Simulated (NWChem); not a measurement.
System meant: acetylacetone (C5H8O2); SMILES CC(=O)C=C(C)O

Input file for NWChem:

```
start job
memory heap 200 mb stack 900 mb global 1100 mb
geometry units angstroms noautosym nocenter noautoz
  C      0.843696    -2.509823    -0.000914
  C     -0.011936    -1.260987     0.000301
  O     -1.229065    -1.338050     0.000929
  C      0.716149     0.008257     0.000432
  C      0.114901     1.228359     0.000210
  C     -1.353737     1.477296     0.000031
  O      0.823203     2.364340     0.000273
  H      1.496165    -2.531294    -0.888427
  H      1.500069    -2.530723     0.883709
  H      0.195947    -3.395021     0.000687
  H      1.811431    -0.031125     0.000538
  H     -1.542355     2.558403    -0.002783
  H     -1.824789     1.002907    -0.872033
  H     -1.824012     1.007976     0.875315
  H      1.766319     2.154807     0.000723
end
basis spherical
  * library def2-svp
end
dft
  xc m06-l
  iterations 150
end
property
  shielding 13 1 2 3 4 5 6 7 8 10 11 12 13 15
end
task dft property
```

End of the output:

```
 Vector   30  Occ=0.000000D+00  E= 4.118585D-02
              MO Center=  1.8D+00,  1.8D+00, -2.8D-03, r^2= 3.1D+00
   Bfn.  Coefficient  Atom+Function         Bfn.  Coefficient  Atom+Function
  ----- ------------  ---------------      ----- ------------  ---------------
   135      1.175740  15 H  s                87     -0.633329   7 O  s
    73     -0.621360   6 C  s               115      0.530507  11 H  s
    49     -0.452439   4 C  px                3     -0.384870   1 C  s
    91     -0.341631   7 O  px               59     -0.313375   5 C  s
    50      0.277978   4 C  py               63     -0.276873   5 C  px

 center of mass
 --------------
 x =  -0.02250847 y =   0.03692037 z =   0.00033350

 moments of inertia (a.u.)
 ------------------
        1063.977716594952           7.902247777746           0.080395591111
           7.902247777746         339.522296785441          -0.103982595024
           0.080395591111          -0.103982595024        1381.208502532527

     Multipole analysis of the density
     ---------------------------------

     L   x y z        total         alpha         beta         nuclear
     -   - - -        -----         -----         ----         -------
     0   0 0 0     -0.000000    -27.000000    -27.000000     54.000000

     1   1 0 0      1.178444      0.413178      0.413178      0.352088
     1   0 1 0      0.505541      0.153690      0.153690      0.198160
     1   0 0 1     -0.000407     -0.007484     -0.007484      0.014560

     2   2 0 0    -28.848005   -114.224479   -114.224479    199.600953
     2   1 1 0     -1.623583     11.898280     11.898280    -25.420143
     2   1 0 1      0.002199      0.023374      0.023374     -0.044548
     2   0 2 0    -31.690140   -312.381387   -312.381387    593.072635
     2   0 1 1      0.004770     -0.034779     -0.034779      0.074329
     2   0 0 2    -31.170095    -21.114636    -21.114636     11.059177

          -----------------------------------------
          Chemical Shielding Tensors (GIAO, in ppm)
          -----------------------------------------

 ------------------------------------------------------------------------
  xm06: d2 not coded                    0
 ------------------------------------------------------------------------
 ------------------------------------------------------------------------
  current input line :
    30: task dft property
 ------------------------------------------------------------------------
 ------------------------------------------------------------------------
 This error has not yet been assigned to a category
 ------------------------------------------------------------------------
 For more information see the NWChem manual at https://nwchemgit.github.io

0: xm06: d2 not coded:Received an Error in Communication
```

Q: What is wrong, and how is it mended?

A: The program stopped with an error. Cause: this functional's second derivatives, which shieldings need, aren't coded here; the fix takes a hybrid GGA instead. This input runs:
```
start job
memory heap 200 mb stack 900 mb global 1100 mb
geometry units angstroms noautosym nocenter noautoz
  C      0.843696    -2.509823    -0.000914
  C     -0.011936    -1.260987     0.000301
  O     -1.229065    -1.338050     0.000929
  C      0.716149     0.008257     0.000432
  C      0.114901     1.228359     0.000210
  C     -1.353737     1.477296     0.000031
  O      0.823203     2.364340     0.000273
  H      1.496165    -2.531294    -0.888427
  H      1.500069    -2.530723     0.883709
  H      0.195947    -3.395021     0.000687
  H      1.811431    -0.031125     0.000538
  H     -1.542355     2.558403    -0.002783
  H     -1.824789     1.002907    -0.872033
  H     -1.824012     1.007976     0.875315
  H      1.766319     2.154807     0.000723
end
basis spherical
  * library def2-svp
end
dft
  xc pbe0
  iterations 150
end
property
  shielding 13 1 2 3 4 5 6 7 8 10 11 12 13 15
end
task dft property
```
It converges to -345.13839 Ha (PBE0/def2-SVP, GIAO).
